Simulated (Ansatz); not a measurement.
Consider the formal hydrolysis of the Si–Si bond: `B[SiH2][SiH2][SiH3]` + H₂O → `B[SiH2]O` + `[SiH3][SiH3]`.

Isolated molecules relaxed with PBE0-D4/def2-TZVP in Ansatz; ΔE leaves out vibrations. CCSD(T)/CBS adds triple-zeta CCSD(T) − MP2 to the extrapolated MP2 energy (def2 sets, frozen cores). This one scheme is used for every species. DFT in def2-TZVPP. Each species was taken in one conformer, which may not be the lowest.

```csv
species,r2SCANh-D4 energy (Eh)
`B[SiH2][SiH2][SiH3]`,-898.61814
H₂O,-76.41866
`B[SiH2]O`,-392.52835
`[SiH3][SiH3]`,-582.53061
```

Problem. Work out ΔE.

Solution. ΔE = (-392.52835) + (-582.53061) − (-898.61814) − (-76.41866) = -0.02216 Eh = -58.2 kJ/mol. CCSD(T)/CBS gives -59.9 kJ/mol.

Largest T1 diagnostic among the species: 0.014.

From PBE to PBE0 (25 % exact exchange), in def2-TZVPP and without D4, ΔE moves by −5.5 kJ/mol. The D4 term adds +11.1 kJ/mol with B3LYP and +6.6 kJ/mol with PBE0; it sums over pairs of atoms, weighted by their polarisabilities, and B3LYP, whose exchange is more repulsive, gets the larger term.

B3LYP here is the variant with VWN-RPA as its local correlation; programs differ in this.
